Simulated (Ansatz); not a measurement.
PBE exchange is replaced step by step with exact exchange (0 % is PBE, 25 % PBE0; no dispersion term), basis def2-TZVPD, Ansatz. System: the cluster AgBr₂⁻ (the lowest singlet isomer of a short search). Total charge -1; singlet. Geometry: PBE-D4/def2-TZVPD, each spin state at its own.

Geometry of the singlet:

```xyz
3

Ag   -0.0002    0.0002    0.0001
Br    0.5480   -0.8353    2.2592
Br   -0.5478    0.8350   -2.2594
```

In the def2 sets Ag takes a core potential; there is no spin–orbit coupling. At PBE-D4/def2-TZVPD, PBE with 5 % exact exchange/def2-TZVPD, PBE with 10 % exact exchange/def2-TZVPD, PBE with 15 % exact exchange/def2-TZVPD the highest occupied level of the charge -1 triplet lies above zero (up to 0.50 eV). It is a level of α spin, whose loss leaves a doublet; that state wasn't run at this geometry and level. The electron is either unbound and held by the finite basis, or the level is raised by self-interaction error. At PBE-D4/def2-TZVPD, PBE with 5 % exact exchange/def2-TZVPD, PBE with 10 % exact exchange/def2-TZVPD, PBE with 15 % exact exchange/def2-TZVPD and others the highest occupied level of the charge -1 quintet lies above zero (up to 2.24 eV). It is a level of α spin, whose loss leaves a quartet; that state wasn't run at this geometry and level. The electron is either unbound and held by the finite basis, or the level is raised by self-interaction error. At PBE-D4/def2-TZVPD the gap within one spin of the charge -1 quintet nearly closes, so an electron or hole may be smeared out by delocalisation error. The structure comes from a short search, and lower isomers may exist.

| exact exchange (%) | HOMO (eV) | LUMO (eV) | gap (eV) | triplet − singlet (kJ/mol) | quintet − singlet (kJ/mol) |
| --- | --- | --- | --- | --- | --- |
| 0 | -1.70 | 2.35 | 4.05 | 306.3 | 883.9 |
| 5 | -1.95 | 2.49 | 4.44 | 312.5 | 901.3 |
| 10 | -2.20 | 2.63 | 4.82 | 318.9 | 915.3 |
| 15 | -2.44 | 2.76 | 5.20 | 325.3 | 927.0 |
| 35 | -3.44 | 3.25 | 6.69 | 351.4 | 955.2 |
| 50 | -4.19 | 3.57 | 7.76 | 371.1 | 964.3 |

Task: Estimate the row for 25 %.

Result: 
```json
{"exact exchange (%)": "25", "HOMO (eV)": "-2.94", "LUMO (eV)": "3.01", "gap (eV)": "5.95", "triplet − singlet (kJ/mol)": "338.3", "quintet − singlet (kJ/mol)": "943.3"}
```
